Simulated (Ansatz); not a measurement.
Program: Ansatz. Geometries: PBE0-D4/def2-TZVP. ΔE: electronic, gas phase. CCSD(T)/CBS is the MP2 limit (def2-TZVPP, def2-QZVPP) plus CCSD(T) − MP2 in def2-TZVPP, frozen cores. This one scheme is used for every species. DFT in def2-TZVPP. B3LYP here is the variant with VWN-RPA as its local correlation; programs differ in this. One conformer a species, not always the lowest.

Reaction (ligand exchange at the Si–S bond): `CCBS[SiH3]` + `C=C[Si](N)(O)F` → `C=C[Si](N)(F)O[SiH3]` + `CCBS`

`CCBS[SiH3]`:

Cartesian coordinates in Å:
```
C 0.222 2.044 -1.395
C 0.412 1.520 0.028
B -0.044 0.042 0.228
S 0.926 -1.087 1.226
Si -0.339 -2.820 1.111
H 0.471 3.105 -1.469
H -0.812 1.918 -1.728
H 0.859 1.508 -2.103
H 1.437 1.688 0.372
H -0.226 2.107 0.709
H -1.064 -0.354 -0.267
H -1.667 -2.530 1.705
H 0.328 -3.898 1.883
H -0.504 -3.243 -0.301
```

`C=C[Si](N)(O)F`:

```xyz
12

C    -1.275   -0.930   -1.103
C    -1.257   -0.210    0.016
Si    0.276    0.546    0.714
N     1.443    0.685   -0.514
O     0.923   -0.262    1.981
F    -0.150    1.938    1.368
H    -2.187   -1.375   -1.492
H    -0.370   -1.106   -1.679
H    -2.195   -0.072    0.553
H     2.405    0.861   -0.271
H     1.208    1.100   -1.401
H     1.178   -1.172    1.827
```

`C=C[Si](N)(F)O[SiH3]`:

Z-matrix (Å, degrees):
```
Si
C 1 1.843
F 1 1.598 2 111.0
N 1 1.694 2 110.4 3 -116.8
O 1 1.626 2 108.8 3 116.5
C 2 1.331 1 123.2 3 -122.2
H 2 1.089 1 118.5 3 58.7
H 4 1.006 1 120.7 2 -47.4
H 4 1.007 1 121.4 2 162.2
Si 5 1.633 1 149.9 2 -92.0
H 6 1.086 2 122.2 1 -179.4
H 6 1.086 2 121.6 1 0.6
H 10 1.485 5 109.0 1 -130.3
H 10 1.487 5 109.0 1 110.7
H 10 1.485 5 110.9 1 -9.7
```

`CCBS`:

Z-matrix (Å, degrees):
```
C
C 1 1.529
H 1 1.093 2 111.3
H 1 1.092 2 111.1 3 -119.5
H 1 1.093 2 111.6 3 120.0
B 2 1.561 1 114.1 3 64.6
H 2 1.101 1 108.7 3 -178.5
H 2 1.095 1 110.6 3 -63.1
S 6 1.778 2 125.5 1 -139.5
H 6 1.198 2 121.2 1 42.0
H 9 1.346 6 98.9 2 1.8
```

```csv
level,ΔE (kJ/mol),difference from CCSD(T)/CBS
PBE-D4,-38.6,13.9
r2SCAN-D4,-49.5,3.0
B3LYP-D4,-58.2,-5.7
ωB97X-V,-53.8,-1.3
PBE,-38.0,14.5
r2SCAN,-48.9,3.6
PBE0,-42.6,9.9
B3LYP,-57.6,-5.1
HF/def2-TZVPP,-73.3,-20.8
MP2/def2-TZVPP,-51.0,1.5
SCS-MP2/def2-TZVPP,-57.5,-5.0
CCSD(T)/def2-TZVPP,-54.5,-2.0
MP2/def2-QZVPP,-50.7,1.8
SCS-MP2/def2-QZVPP,-56.8,-4.3
HF/CBS(def2),-75.9,-23.4
MP2/CBS(def2),-49.0,3.5
CCSD(T)/CBS,-52.5,0
```

Largest T1 diagnostic among the species: 0.012.

From PBE to PBE0 (25 % exact exchange), in def2-TZVPP and without D4, ΔE moves by −4.6 kJ/mol. In def2-TZVPP, CCSD(T) changes the Hartree–Fock value by +18.8 kJ/mol (the triples alone add +3.8 kJ/mol) and MP2 by +22.3 kJ/mol.
